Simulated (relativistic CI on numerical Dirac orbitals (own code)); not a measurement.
Slater and spin-orbit integrals, Ho⁵⁰⁺

Calculated at this level of theory: Dirac-Coulomb-Breit CI, KLI orbitals optimised for each configuration, a model potential for QED, unscaled Slater integrals (own radial code, finite nucleus).

Slater integrals F^k, G^k are unscaled and averaged over j, outside the closed core [Ne]; ζ comes from projecting the Hamiltonian with its Breit term on Σ l·s of the shell.

- 3s2 3p5: ζ(3p) = 1.1666e+06 cm⁻¹; <r>(3p) = 0.2073, <r^2>(3p) = 0.04974 (bohr units).
- 3s2 3p4 3d: F^2(3p,3p) = 472760, ζ(3p) = 1.1656e+06, F^2(3p,3d) = 476780, G^1(3p,3d) = 496510, G^3(3p,3d) = 335090, ζ(3d) = 159240 cm⁻¹; <r>(3p) = 0.2075, <r^2>(3p) = 0.04981, <r>(3d) = 0.1837, <r^2>(3d) = 0.03895 (bohr units).
- 3s 3p5 3d: G^1(3s,3p) = 599440, ζ(3p) = 1.1654e+06, G^2(3s,3d) = 377020, F^2(3p,3d) = 476550, G^1(3p,3d) = 496410, G^3(3p,3d) = 334990, ζ(3d) = 159930 cm⁻¹; <r>(3s) = 0.2124, <r^2>(3s) = 0.05151, <r>(3p) = 0.2076, <r^2>(3p) = 0.04986, <r>(3d) = 0.1838, <r^2>(3d) = 0.039 (bohr units).

Averages of the first 10 configurations, taken without configuration mixing, which lowers the lowest level and can move excited configurations by several eV; other configurations of the list can lie among them:

| Configuration | Parity | States | Average energy above the lowest level (eV) |
| --- | --- | --- | --- |
| 3s2 3p5 | odd | 6 | 81.3 |
| 3s 3p6 | even | 2 | 411.0 |
| 3s2 3p4 3d | even | 150 | 402.7 |
| 3s 3p5 3d | odd | 120 | 723.6 |
| 3p6 3d | even | 10 | 1065.1 |
| 3s 3p4 3d2 | even | 1350 | 1044.1 |
| 3s2 3p3 3d 4p | even | 1200 | 2568.3 |
| 3p6 4s | even | 2 | 2789.2 |
| 3s 3p4 3d 4s | even | 600 | 2756.3 |
| 3s2 3p4 4s | even | 30 | 2123.3 |
